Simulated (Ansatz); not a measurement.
`C#[C][Ga]([F])[Cl]`, relaxed with RKS PBE0-D4/def2-TZVP in Ansatz from a GFN2-xTB geometry. The force threshold is 0.005 eV/Å; the program also tests the step.

Charge 0, multiplicity 1.

Start:

```xyz
6

C    -0.710   -1.779    0.261
C    -0.280   -0.667    0.092
Ga    0.436    1.127   -0.180
F     1.780    1.450    0.900
Cl   -0.141    2.622   -1.496
H    -1.084   -2.752    0.423
```

(1) By how much does the energy fall, and how many steps does the optimiser take? (An estimate is asked.)

(2) Which bonds change most? (An estimate is asked.)

(3) Give the relaxed structure. (An estimate is asked.)

Answers

(1) The calculation gave: 0.09 eV, in 6 steps.

(2) The calculation gave: C2–Ga3 from 1.951 to 1.881 Å; Ga3–Cl5 from 2.074 to 2.112 Å; Ga3–F4 from 1.754 to 1.738 Å; C1–H6 from 1.055 to 1.067 Å.

(3) The calculation gave: 
```xyz
6

C    -0.726   -1.755    0.238
C    -0.245   -0.657    0.114
Ga    0.487    1.062   -0.099
F     1.828    1.575    0.881
Cl   -0.196    2.503   -1.484
H    -1.149   -2.728    0.351
```
